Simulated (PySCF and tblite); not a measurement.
C5H11NO, numbered as in [CH3:1][CH2:2][CH2:3][NH:4][C:5]([CH3:6])=[O:7].

Level: PBE0-D3(BJ)/def2-TZVP (IEF-PCM, chloroform)//PBE0-D3(BJ)/def2-SVP, thermal terms from GFN2-xTB, symmetry numbers and mirror pairs counted. Conformers within 3 kcal/mol (GFN2-xTB free energy) were kept, 8 at most. GIAO shieldings: WP04/pcSseg-1 (IEF-PCM, chloroform). Shifts are against TMS (¹H), TMS (¹³C), NH3 (¹⁵N) at the same level. (PySCF 2.14, tblite 0.8.)

Torsions listed: C1–C2–C3–N4, C2–C3–N4–C5, C3–N4–C5–O7. Of a mirror pair one member is shown.

```
conformer             shape  weight %  dipole D
        1   60°, -107°, -2°      33.0      4.65
        2  180°, -106°, -2°      26.6      4.69
        3   180°, -87°, -4°      21.0      4.66
        4   -61°, -84°, -1°      19.4      4.59
```

Problem. How do the computed shifts compare with measured ones?

Solution. 
```
nucleus  signal  leading conformer  average  measured                                          medium
     ¹H      H1               0.90     0.91      0.96  not stated per compound (mostly CDCl3 or CCl4)
     ¹H      H2               1.28     1.28      1.55  not stated per compound (mostly CDCl3 or CCl4)
     ¹H      H3               3.19     3.06      3.18  not stated per compound (mostly CDCl3 or CCl4)
    ¹³C      C1               14.6     14.9      11.1  not stated per compound (mostly CDCl3 or CCl4)
    ¹³C      C2               29.3     29.1      22.5  not stated per compound (mostly CDCl3 or CCl4)
    ¹³C      C3               42.6     44.0      40.7  not stated per compound (mostly CDCl3 or CCl4)
```

Measured values: Pretsch, Buehlmann, Badertscher, Structure Determination of Organic Compounds, 4th ed. (2009). Mean difference for ¹H: -0.15 ppm, scatter 0.09 ppm. Mean difference for ¹³C: 4.57 ppm, scatter 1.45 ppm. The computed shifts are unscaled and lack vibrational corrections.


¹⁵N shifts are against a computed isolated NH3 molecule, about 20 ppm from the liquid.